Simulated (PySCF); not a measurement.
NO₂, SMILES O=N[O-], charge -1. The structure is a stationary point at PBE-D3(BJ)/def2-TZVPD.

Computed with PBE-D3(BJ)/def2-TZVPD (PySCF 2.14.0).

Harmonic wavenumbers (cm⁻¹): 764, 1216, 1267. Rotational constants (GHz): 116.6, 13.56, 12.15; symmetry number 2.

Problem. Work out the zero-point energy and the ideal-gas rigid-rotor harmonic-oscillator thermochemistry at 298.15 K and 1 atm.

Solution. ZPE = ½ Σ hcν = ½ × 3247 cm⁻¹ = 19.42 kJ/mol. H − E(el) = 29.65 kJ/mol. Entropy in J/(mol K): translation 156.50, rotation 79.39, vibration 1.29, total 237.18. G − E(el) = -41.07 kJ/mol. Cp = 37.74 J/(mol K).
